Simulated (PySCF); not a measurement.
C2H8N2Si2, SMILES N[Si@H]1C(C)=N[SiH2]1.

Geometry: PBE0-D3(BJ)/def2-SVP. The structure was generated by enumeration; whether it is a known compound was not checked. One conformer was computed; it need not be the lowest.

All values below come from HF/def2-TZVP run with PySCF.

The molecule is in vacuum.

```yaml
total_energy: -767.25910 hartree
highest_occupied_level: -9.61 eV
lowest_empty_level: 2.67 eV
orbital_gap: 12.28 eV
dipole_moment: 3.48 D
quadrupole, principal values (traceless, Buckingham form, about the centre of nuclear charge): -3.28, 0.92, 2.36 D·Å
mean_static_polarisability: 83.9 bohr³ (12.44 Å³)
polarisability_principal_values: 69.5, 82.0, 100.4 bohr³
```
